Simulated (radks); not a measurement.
The numbers below are computed, except where a source is named.
Neutral hydrogen inside a hard spherical wall (all orbitals vanish at R), configuration held at 1s1 and not refilled when levels cross. Level of theory: non-relativistic Kohn-Sham, LDA (Slater exchange, Perdew-Wang correlation), spin-polarised, spherical densities, point nucleus; open shells are filled with parallel spins first (a radial shooting solver on a logarithmic mesh with Libxc functionals). Eigenvalues in eV for spin up, with the zero of energy where the potential of the charges vanishes at infinity; a dash marks a level that is unbound or too diffuse for the functional's potential to be trusted. A positive occupied level is held by the wall or, in an anion where self-interaction has pushed it up, behind a barrier. The pressure on the wall is -dE/dV.

[
 {"R (bohr)": "free", "E (hartree)": "-0.47871", "kinetic (hartree)": "0.467", "e(1s)": "-7.320", "e(2s, empty)": "-", "e(2p, empty)": "-", "pressure (GPa)": "0"},
 {"R (bohr)": "15", "E (hartree)": "-0.47871", "kinetic (hartree)": "0.467", "e(1s)": "-7.320", "e(2s, empty)": "0.369", "e(2p, empty)": "0.650", "pressure (GPa)": "< 0.0001"},
 {"R (bohr)": "8", "E (hartree)": "-0.47863", "kinetic (hartree)": "0.467", "e(1s)": "-7.309", "e(2s, empty)": "2.317", "e(2p, empty)": "1.980", "pressure (GPa)": "0.00406"},
 {"R (bohr)": "7", "E (hartree)": "-0.47839", "kinetic (hartree)": "0.470", "e(1s)": "-7.282", "e(2s, empty)": "3.484", "e(2p, empty)": "2.657", "pressure (GPa)": "0.0219"},
 {"R (bohr)": "6", "E (hartree)": "-0.47738", "kinetic (hartree)": "0.476", "e(1s)": "-7.193", "e(2s, empty)": "5.559", "e(2p, empty)": "3.807", "pressure (GPa)": "0.121"},
 {"R (bohr)": "5", "E (hartree)": "-0.47336", "kinetic (hartree)": "0.498", "e(1s)": "-6.912", "e(2s, empty)": "9.531", "e(2p, empty)": "5.933", "pressure (GPa)": "0.695"},
 {"R (bohr)": "4", "E (hartree)": "-0.45737", "kinetic (hartree)": "0.563", "e(1s)": "-6.041", "e(2s, empty)": "17.886", "e(2p, empty)": "10.304", "pressure (GPa)": "4.33"},
 {"R (bohr)": "3.5", "E (hartree)": "-0.43591", "kinetic (hartree)": "0.632", "e(1s)": "-5.048", "e(2s, empty)": "25.607", "e(2p, empty)": "14.306", "pressure (GPa)": "11.5"},
 {"R (bohr)": "3", "E (hartree)": "-0.39170", "kinetic (hartree)": "0.753", "e(1s)": "-3.218", "e(2s, empty)": "38.136", "e(2p, empty)": "20.773", "pressure (GPa)": "32.6"},
 {"R (bohr)": "2.5", "E (hartree)": "-0.29681", "kinetic (hartree)": "0.971", "e(1s)": "0.337", "e(2s, empty)": "59.897", "e(2p, empty)": "31.977", "pressure (GPa)": "103"},
 {"R (bohr)": "1.5", "E (hartree)": "0.50113", "kinetic (hartree)": "2.334", "e(1s)": "26.356", "e(2s, empty)": "195.30", "e(2p, empty)": "101.52", "pressure (GPa)": "1980"}
]
